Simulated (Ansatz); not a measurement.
`BN[SiH2]O` + `OC(F)B(F)F` → `O[SiH2]B(F)F` + `BNC(O)F`  (redistribution)

Program: Ansatz. Geometries: PBE0-D4/def2-TZVP. ΔE: electronic, gas phase. CCSD(T)/CBS adds triple-zeta CCSD(T) − MP2 to the extrapolated MP2 energy (def2 sets, frozen cores). Functionals use def2-TZVPP. One conformer a species, not always the lowest.

```
  level  ΔE (eV)
ωB97M-V     0.99
 B2PLYP     0.99
```

Problem. What does CCSD(T)/CBS give? (Best estimate.)

Solution. Ansatz gave: +1.00 eV. The listed levels differ from it by -0.01, -0.01 eV.

Largest T1 diagnostic among the species: 0.013.

From PBE to PBE0 (25 % exact exchange), in def2-TZVPP and without D4, ΔE moves by +0.06 eV.
